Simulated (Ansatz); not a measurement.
Ideal-gas functions of ClFH₄N₂Si (`N[Si](N)(F)Cl`) at 400 K and 1 bar, from an Ansatz frequency run at PBE0-D4/def2-TZVP.

Molar mass 114.58 g/mol, point group C1 (symmetry number 1), electronic degeneracy 1, moments of inertia 132.221, 209.603, 221.636 u Å². Harmonic wavenumbers (cm⁻¹, unscaled): 190, 201, 250, 289, 313, 331, 362, 412, 430, 532, 793, 831, 853, 948, 988, 1573, 1580, 3618, 3623, 3714, 3724.

Use S(trans) = R[1.5 ln M + 2.5 ln T − 1.1517]; rotational temperatures θ = 24.2544 K / I; S(rot) = R[ln(√π/σ · √(T³/θAθBθC)) + 1.5]; for each mode x = 1.438777 ν̃/T, S = R[x/(eˣ − 1) − ln(1 − e⁻ˣ)] and H = RT x/(eˣ − 1); 1 cm⁻¹ = 0.0119627 kJ/mol; R = 8.31446 J/(mol·K).

**Question.** By hand: the entropy, in J/(mol·K).

**Answer.** Translation 174.1. Rotation: θ = 0.1834, 0.1157, 0.1094 K, giving 117.2. Vibration, mode by mode: 11.64, 11.19, 9.47, 8.36, 7.75, 7.34, 6.68, 5.77, 5.47, 4.08, 1.95, 1.75, 1.64, 1.25, 1.11, 0.19, 0.19, 0.00, 0.00, 0.00, 0.00, in all 85.8. Electronic 0.0. Sum 377.1 J/(mol·K).

**Question.** By hand: H − E and G − E in kJ/mol, counted from the electronic energy.

**Answer.** Zero-point energy ½ × 25555 × 0.0119627 = 152.9; thermal vibration 20.1; translation, rotation and pV give 4 RT = 13.3. H − E = 186.3 kJ/mol, and G − E = 186.3 − 400 × 377.1/1000 = 35.5 kJ/mol.

Vibration gives 23 % of the entropy. The sum counts one conformer and one mirror image; others add a mixing term.
